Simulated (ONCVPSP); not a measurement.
What the settings do to the ONCV potential of Rh (Z = 45)

Base potential:

Rh, optimised norm-conserving Vanderbilt (ONCV), made with ONCVPSP 4.0.1 (PBE, scalar-relativistic). Core [Kr], reference 4d8 5s0.5 5p0.5. Waves: 5s: rc 2.80 bohr, ncon 5, nbas 9, qcut 1.9 1/bohr, 2 projectors, debl 2.9 Ha; 5p: rc 3.20 bohr, ncon 4, nbas 7, qcut 2.8 1/bohr, 2 projectors, debl 4 Ha; 4d: rc 1.70 bohr, ncon 5, nbas 9, qcut 10.9 1/bohr, 1 projector; f scattering state at 0.35 Ha: rc 3.20 bohr, ncon 4, nbas 8, qcut 4 1/bohr, 1 projector. Local part: polynomial inside 1.30 bohr (lpopt 2, dvloc0 3 Ha). Core correction: none.

Cutoffs, loose and tight: the cutoffs (Ha) at which the residual kinetic energy of the hardest occupied pseudo-wave falls to 1 and 0.1 mHa per electron. They do not see the model core or the augmentation charge, which bear on the density cutoff. Test errors are all-electron minus pseudo excitation energies from the reference, over the configurations 4d8 5s1 5p0; 4d8 5s0 5p0; 4d7 5s0 5p0; 4d7 5s1 5p0. A dash means not determined; rows that change the core or the reference have their own tests. The largest error is taken over the tests solved by every variant that gives reliable tests at all: 4d7 5s1 5p0; 4d8 5s0 5p0; 4d8 5s1 5p0.

```csv
change,outcome,"cutoff, loose","cutoff, tight",bound ghosts,GHOST(+) flags above zero,largest test error (meV)
base,generated,28 Ha,33 Ha,none,"s, p",-21
"p: ncon 3, nbas 6",generated,28 Ha,33 Ha,none,"s, p",-23
"all radii scaled by about 1.24 (s 3.48, p 3.98, d 2.12, f 3.98 bohr); local potential polynomial inside 1.62 bohr (lpopt 2, dvloc0 3 Ha)",generated,23 Ha,27 Ha,none,"s, p",+24
"local potential polynomial inside 1.30 bohr (lpopt 2, dvloc0 6 Ha)",generated,28 Ha,33 Ha,none,"s, p",-22
"core correction polynomial model core, fcfact 0.35",generated,28 Ha,33 Ha,none,"s, p",-39
functional LDA (Perdew-Zunger),generated,28 Ha,34 Ha,none,"s, p",-17
```

Task: What comes out with this change to the base: d: rc 2.02?

Result: outcome: generated; cutoff, loose: 23 Ha; cutoff, tight: 27 Ha; bound ghosts: none; GHOST(+) flags above zero: s, p; largest test error (meV): -20.
